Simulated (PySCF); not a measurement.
Ligands exchanged one at a time, Al Br-OH. Gas-phase values, no solvent. One relaxed conformer stands for each flexible species; it need not be the lowest. Strings in code marks are SMILES.

The S1–T1 gap (TDA) from two functionals at the same geometries (PBE0-D4/def2-TZVP), both in PySCF: PBE-D3(BJ)/def2-TZVP and PBE0-D4/def2-TZVP. Excitations are Tamm–Dancoff values on a coarser integration grid. The basis has no diffuse functions, so Rydberg states are missing or too high.

```
species                                                                                          PBE-D3(BJ)/def2-TZVP (eV)  PBE0-D4/def2-TZVP (eV)
-----------------------------------------------------------------------------------------------  -------------------------  ----------------------
0 of 3 Br replaced by OH (`[Br][Al]([Br])[Br]`)                                                                       0.24                    0.29
1 of 3 Br replaced by OH (`[OH][Al]([Br])[Br]`)                                                                       0.23                    0.29
2 of 3 Br replaced by OH (`[OH][Al]([OH])[Br]` (H–O–Al–Br torsion 0°, Br–Al–O–H torsion -180°))                       0.24                    0.30
3 of 3 Br replaced by OH (`[OH][Al]([OH])[OH]`)                                                                       0.24                    0.33
```

Over these rows, drawn at random from the members with no instability flagged (it was tested for open shells, ions and some series alone), PBE minus PBE0-D4: mean -0.07 eV, from -0.09 eV to -0.05 eV.
